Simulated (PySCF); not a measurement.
**Sound and unsound settings**

Molecule: SMILES CS[SiH]1CC=CC1, C₅H₁₀SSi; geometry GFN2-xTB.

Geometry:
| atom | x (Å) | y (Å) | z (Å) |
| --- | --- | --- | --- |
| C1 | 3.077 | 0.285 | 0.276 |
| S2 | 1.747 | -0.583 | 1.165 |
| Si3 | 0.258 | -0.588 | -0.386 |
| C4 | -0.542 | 1.108 | -0.742 |
| C5 | -2.003 | 0.853 | -0.509 |
| C6 | -2.388 | -0.330 | -0.064 |
| C7 | -1.360 | -1.388 | 0.197 |
| H8 | 3.378 | -0.303 | -0.586 |
| H9 | 2.731 | 1.265 | -0.035 |
| H10 | 3.907 | 0.385 | 0.966 |
| H11 | 0.858 | -1.199 | -1.577 |
| H12 | -0.382 | 1.466 | -1.760 |
| H13 | -0.199 | 1.904 | -0.076 |
| H14 | -2.699 | 1.655 | -0.705 |
| H15 | -3.425 | -0.566 | 0.130 |
| H16 | -1.356 | -1.655 | 1.255 |
| H17 | -1.607 | -2.296 | -0.352 |

All runs: PySCF 2.14.0 with density-fitted response routines, non-relativistic, gas phase unless a solvent (IEF-PCM) is named; grid level 2, GIAOs and SCF threshold 1e-9 unless changed. The yardstick, PBE0/pcSseg-1, gives these isotropic shieldings σ (ppm, equivalent atoms averaged): C5/C6 49.2, C4/C7 165.3, Si3 332.2, H14/H15 25.60, H11 26.55, H8/H9/H10 29.65, H13/H16 30.01.

(1) What do these inputs give? (1) B3LYP/6-31G*; level_shift 0.9; max_cycle 75; (2) solvent dichloromethane; BLYP/pcSseg-1; (3) PBE0/cc-pVDZ; max_cycle 5

(2) Comment on the technical settings and failures.

Results:

(1) 
```tsv
run	outcome	functions	wall time	C5/C6	C4/C7	Si3	H14/H15	H11	H8/H9/H10	H13/H16
1	converged	126	50 s	68.6	171.8	381.3	26.64	27.24	30.51	30.94
2	converged	183	38 s	41.2	154.0	301.8	25.67	26.57	29.55	29.97
3	not converged	156	15 s	–	–	–	–	–	–	–
```

Times are on 1 thread of an Arm Neoverse N1, shared host.

(2) 
- Run 1: The functional and orbital basis differ from the yardstick's, which in itself moves the values. The level shift, cycle limit change the path of the SCF (26 cycles), not the solution, provided the same state is reached.
- Run 3: The SCF stopped after 5 cycles without meeting its threshold and the cycle limit at 5, so no response property followed.

Run 3 was set up unsoundly or failed; its numbers aren't to be quoted as properties of the molecule.
